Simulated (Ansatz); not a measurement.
`[SH][SnH2][SeH]` + HCl → `[SH][SnH2][Cl]` + H₂Se at 600 K and 1 bar (ligand exchange at the Sn–Se bond).

Calculated with Ansatz (gas phase, PBE0-D4/def2-TZVP geometries, no zero-point term in ΔE). CCSD(T)/CBS is the MP2 limit (def2-TZVPP, def2-QZVPP) plus CCSD(T) − MP2 in def2-TZVPP, frozen cores. This one scheme is used for every species. def2 core potentials past Kr. For Se, Sn outer-core shells are correlated without core-valence functions, which leaves a few kJ/mol of doubt a bond. Scalar relativity is left out up to krypton. One conformer a species, not always the lowest.

```csv
species,CCSD(T)/CBS energy (Eh),H − E (kJ/mol),S (J/(mol·K))
`[SH][SnH2][SeH]`,-3014.95398,135.2,448.7
HCl,-460.38127,35.4,207.2
`[SH][SnH2][Cl]`,-1073.44145,110.1,401.0
H₂Se,-2401.89790,57.0,244.8
```

H − E and S are ideal-gas, rigid-rotor, harmonic terms from PBE0-D4/def2-TZVP, for one conformer and one mirror image of each species. 1 Eh = 2625.50 kJ/mol, R = 8.31446 J/(mol·K).

Question: By hand: ΔE, ΔH, ΔS and ΔG.

Answer: ΔE = (-1073.44145) + (-2401.89790) − (-3014.95398) − (-460.38127) = -0.00410 Eh = -10.8 kJ/mol. Δ(H − E) = 110.1 + 57.0 − 135.2 − 35.4 = -3.5, so ΔH = -14.3 kJ/mol. ΔS = 401.0 + 244.8 − 448.7 − 207.2 = -10.1 J/(mol·K). ΔG = -14.3 − 600 × (-10.1)/1000 = -8.2 kJ/mol.

Question: By hand: the equilibrium constant, and the temperature at which ΔG would vanish if ΔH and ΔS stayed fixed.

Answer: log₁₀ K = −ΔG/(RT ln 10) = 0.7. ΔG = 0 at ΔH/ΔS = 1416 K, though so small a ΔS makes that figure unsure.

TΔS isn't small against ΔH here. A doubt of 5 kJ/mol in ΔE shifts log₁₀ K by 0.4 here. Other conformers and mirror images would add mixing entropy, several J/(mol·K) or more a flexible species. Modes under 60 cm⁻¹, often nearly free rotors, make the harmonic entropy too high. These are equilibria of isolated gas molecules and say nothing of rates. Largest T1 diagnostic: 0.012 (customary marks: 0.02 for closed shells, 0.045 for open ones).
